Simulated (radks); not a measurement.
Q: These are the eigenvalues of the occupied orbitals of an atom or ion with whole-number occupations (hartree). All-electron calculation, scalar-relativistic Kohn-Sham, PBE, spin-polarised, spherical densities, point nucleus. Program: a radial shooting solver on a logarithmic mesh with Libxc functionals.

orbital  eigenvalue
1s up     -465.4603
1s down   -465.4599
2s up     -65.11208
2s down   -64.98614
2p up     -57.98340
2p down   -57.88936
3s up     -13.35414
3s down   -13.16377
3p up     -11.10151
3p down   -10.91189
3d up      -7.41527
3d down    -7.21344
4s up      -4.35060
4s down    -4.30991

Which element is it, and in what charge state? The configuration may be excited. Open shells, if any, are filled with parallel spins first.

A: Z = 34, selenium, charge +7: Se7+ in [Ar] 3d7 4s2. The list shows which subshells hold electrons but not how many an open one holds; the 1s level, -465.46 hartree, gives Z - s = 30.5 by -(Z - s)^2/2, which with screening and relativity narrows Z to a few neighbours, and the depths of the outer levels then fix element, charge and occupations together.
